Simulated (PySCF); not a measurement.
Computed shifts of a molecule C3H6ClFSi, PBE0/pcSseg-1 (PySCF), GIAO, gas phase, atoms alike by connectivity averaged where their shifts nearly agree, in ppm (number of nuclei): ¹³C: 167.3 (1), 128.5 (1), 33.6 (1). ²⁹Si: -10.2 (1). ¹⁹F: -230.5 (1). ¹H: 6.07 (1), 5.62 (2), 2.49 (3). References: ¹³C against TMS (σ = 186.3 ppm); ³⁵Cl against HCl (σ = 945.9 ppm); ²⁹Si against TMS (σ = 352.7 ppm); ¹⁹F against CFCl3 (σ = 167.2 ppm); ¹H against TMS (σ = 31.56 ppm), references at their B3LYP-D3(BJ)/def2-TZVP geometries, non-relativistic (without spin–orbit terms, shifts of atoms bonded to Cl or Br come out too high). Coordinates come from a B3LYP-D3(BJ)/def2-SVP optimisation. The values are those of a single conformer.

Problem. Identify the compound among the candidates.
A) C/C(Cl)=C/[SiH2]F
B) C[Si@H](F)/C=C\Cl
C) C[Si@H](Cl)/C=C\F
D) F/C=C\C[SiH2]Cl

Solution. A, C/C(Cl)=C/[SiH2]F
